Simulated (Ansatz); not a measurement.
`C[Si](C)(F)[SeH]` + `C[CH2][AlH][Br]` → `C[CH2][AlH][SeH]` + `C[Si](C)(F)Br`  (redistribution)

Isolated molecules relaxed with PBE0-D4/def2-TZVP in Ansatz; ΔE leaves out vibrations. CBS: MP2 limit from def2 TZ/QZ plus the TZ coupled-cluster correction, frozen cores. DFT in def2-TZVPP. B3LYP here is the variant with VWN-RPA as its local correlation; programs differ in this. For Br, Se outer-core shells are correlated without core-valence functions, which leaves a few kJ/mol of doubt a bond. Scalar relativity is left out up to krypton. One conformer a species, not always the lowest.

```json
{"level": "r2SCAN-D4", "ΔE (kJ/mol)": "-2.2"}
{"level": "B3LYP", "ΔE (kJ/mol)": "-0.4"}
```

What does CCSD(T)/CBS give? (An estimate is asked.)

The calculation gave: -1.4 kJ/mol. The listed levels differ from it by -0.8, 1.0 kJ/mol.

Largest T1 diagnostic among the species: 0.010.

In def2-TZVPP, CCSD(T) changes the Hartree–Fock value by −3.9 kJ/mol (the triples alone add −0.8 kJ/mol) and MP2 by −3.9 kJ/mol.
